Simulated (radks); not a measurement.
Results of a calculation; reference values are marked as such.
Task: Gd3+, configuration [Xe] 4f7. Level of theory: non-relativistic Kohn-Sham, LDA (Slater exchange, VWN5 correlation), spin-polarised, spherical densities, point nucleus; open shells are filled with parallel spins first (spin-orbit coupling, left out, can overturn this in heavy ions); relativity is left out, which matters for an element this heavy (a radial shooting solver on a logarithmic mesh with Libxc functionals). Some entries of the table are withheld. Estimate them.

| orbital | occ. | eigenvalue (eV) | <r> (bohr) |
|---|---|---|---|
| 1s down | 1 | -47062.50 | 0.02372 |
| 1s up | 1 | -47062.50 | 0.02372 |
| 2s up | 1 | -7517.231 | 0.1010 |
| 2s down | 1 | -7517.066 | 0.1010 |
| 2p up | 3 | -7155.813 | 0.08561 |
| 2p down | 3 | -7155.714 | 0.08560 |
| 3s up | 1 | -1679.042 | 0.2609 |
| 3s down | 1 | -1675.658 | 0.2607 |
| 3p up | 3 | -1517.621 | 0.2506 |
| 3p down | 3 | -1514.516 | 0.2503 |
| 3d up | 5 | -1215.696 | 0.2224 |
| 3d down | 5 | -1213.398 | 0.2221 |
| 4s up | 1 | -353.2619 | 0.5880 |
| 4s down | 1 | -347.0706 | 0.5884 |
| 4p up | 3 | -290.2174 | 0.6016 |
| 4p down | 3 | -284.0745 | 0.6022 |
| 4d up | 5 | -177.6010 | 0.6361 |
| 4d down | 5 | -171.5714 | 0.6379 |
| 5s up | 1 | -69.3751 | 1.398 |
| 5s down | 1 | -66.8278 | 1.422 |
| 5p up | 3 | -51.7196 | 1.550 |
| 5p down | 3 | -49.6808 | 1.583 |
| 4f up | 7 | -40.1545 | 0.8058 |
| 4f down | 0 | -34.7434 | 0.8383 |
| 5d up | 0 | -25.9513 | (1) |
| 5d down | 0 | -24.9726 | (2) |
| 6s up | 0 | -21.4343 | 3.198 |
| 6s down | 0 | -21.0566 | 3.243 |
| 6p up | 0 | (3) | 3.663 |
| 6p down | 0 | (4) | 3.719 |
| 5f up | 0 | -9.1987 | 4.519 |
| 5f down | 0 | -9.0838 | 4.614 |

Result: 
(1) 5d up <r> (bohr): 2.089
(2) 5d down <r> (bohr): 2.153
(3) 6p up eigenvalue (eV): -16.8707
(4) 6p down eigenvalue (eV): -16.5697
